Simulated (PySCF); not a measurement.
Spin–spin coupling constants

Molfile (atoms numbered from 1):
```
C6H5F5
     RDKit          3D

 16 15  0  0  0  0  0  0  0  0999 V2000
    1.4455    1.7533   -0.0842 C   0  0  0  0  0  0  0  0  0  0  0  0
    1.3152    0.6345    0.6396 C   0  0  0  0  0  0  0  0  0  0  0  0
    0.4644   -0.5311    0.3907 C   0  0  0  0  0  0  0  0  0  0  0  0
    0.4637   -1.5777    1.2316 C   0  0  0  0  0  0  0  0  0  0  0  0
   -0.4646   -0.5875   -0.8024 C   0  0  0  0  0  0  0  0  0  0  0  0
    0.1070   -0.0651   -1.9065 F   0  0  0  0  0  0  0  0  0  0  0  0
   -0.7995   -1.8622   -1.0878 F   0  0  0  0  0  0  0  0  0  0  0  0
   -1.8063    0.1519   -0.5919 C   0  0  0  0  0  0  0  0  0  0  0  0
   -2.4546   -0.3775    0.4386 F   0  0  0  0  0  0  0  0  0  0  0  0
   -2.5630    0.0378   -1.6740 F   0  0  0  0  0  0  0  0  0  0  0  0
   -1.6082    1.4428   -0.3525 F   0  0  0  0  0  0  0  0  0  0  0  0
    0.8892    1.9332   -1.0044 H   0  0  0  0  0  0  0  0  0  0  0  0
    2.1325    2.5362    0.2447 H   0  0  0  0  0  0  0  0  0  0  0  0
    1.9158    0.5367    1.5507 H   0  0  0  0  0  0  0  0  0  0  0  0
   -0.1624   -2.4537    1.0588 H   0  0  0  0  0  0  0  0  0  0  0  0
    1.1047   -1.5744    2.1164 H   0  0  0  0  0  0  0  0  0  0  0  0
  1  2  2  0
  2  3  1  0
  3  4  2  0
  3  5  1  0
  5  6  1  0
  5  7  1  0
  5  8  1  0
  8  9  1  0
  8 10  1  0
  8 11  1  0
  1 12  1  0
  1 13  1  0
  2 14  1  0
  4 15  1  0
  4 16  1  0
M  END
```

Indirect spin–spin couplings were computed at B3LYP/pcJ-1 (spin–dipole term only in couplings to heteroatoms) (PySCF) on a PBE0-D3(BJ)/def2-SVP structure, for the isolated molecule, without vibrational or relativistic corrections. Couplings are averaged over pairs made equivalent by symmetry, fast rotation or ring inversion, so a value needn't be that of the named pair in this geometry, while other rotamers aren't included; one pair stands for each set, and the list holds a selection of those of at least 0.8 Hz over up to four bonds, among pairs with at least one F or H atom (others weren't computed). One-bond C–F couplings come out tens of Hz too large with common functionals.

Isotopes: ¹³C, ¹⁹F, ¹H.

```
    pair  bonds  J (Hz)
 C1, H12      1   172.2
 C1, H13      1       ?
 C2, H14      1   163.7
 C4, H15      1       ?
 C4, H16      1       ?
  C5, F6      1  -310.5
  C8, F9      1       ?
 C1, H14      2    -2.3
  C3, F6      2    20.7
 C3, H14      2     5.1
  F6, F7      2       ?
 F9, F10      2    59.2
H15, H16      2     0.8
 C2, H15      3    12.6
 C3, H13      3       ?
  C4, F6      3     9.3
 C4, H14      3     6.2
 C5, H15      3       ?
  F6, F9      3    -6.4
H12, H14      3    19.7
  C1, F6      4       ?
  C4, F9      4     1.2
 C4, H13      4    -1.4
 F6, H14      4     1.9
 C8, H16      4    -1.1
H14, H16      4    -0.9
```

Task: Estimate the withheld couplings, with signs.

Result: 
- ¹J(C1,H13) = 170.3 Hz (bond length 1.092 Å, sp2 carbon)
- ¹J(C4,H15) = 175.2 Hz (bond length 1.090 Å, sp2 carbon)
- ¹J(C4,H16) = 170.6 Hz (bond length 1.093 Å, sp2 carbon)
- ¹J(C8,F9) = -354.4 Hz (bond length 1.328 Å)
- ²J(F6,F7) = 246.8 Hz (angle at C5 107°)
- ³J(C3,H13) = 13.2 Hz (dihedral angle 180°)
- ³J(C5,H15) = 5.7 Hz (dihedral angle 1°)
- ⁴J(C1,F6) = 4.7 Hz (mean over equivalent pairs that range from -0.6 to 10.0 Hz in this conformer)
